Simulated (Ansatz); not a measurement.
InH₂, SMILES [InH2], multiplicity 2.

Coordinates come from a B3LYP-D3(BJ)/def2-TZVPD optimisation. The def2 effective core potentials stand for the cores of In; spin–orbit coupling is left out.

Two levels are set side by side: PBE/def2-TZVPD (Ansatz, a first-principles code) and ωB97X-V/def2-TZVPD (Ansatz). Energy differences of separate SCF runs at the same geometry; the states with an electron removed or added have multiplicity 1 and 1. Differences are taken from unrounded values.

```json
[
 {"quantity": "vertical ionisation energy (eV)", "ωB97X-V": "7.63", "PBE": "7.63", "PBE minus ωB97X-V": "-0.01"},
 {"quantity": "vertical electron affinity (eV)", "ωB97X-V": "0.90", "PBE": "0.93", "PBE minus ωB97X-V": "0.03"}
]
```
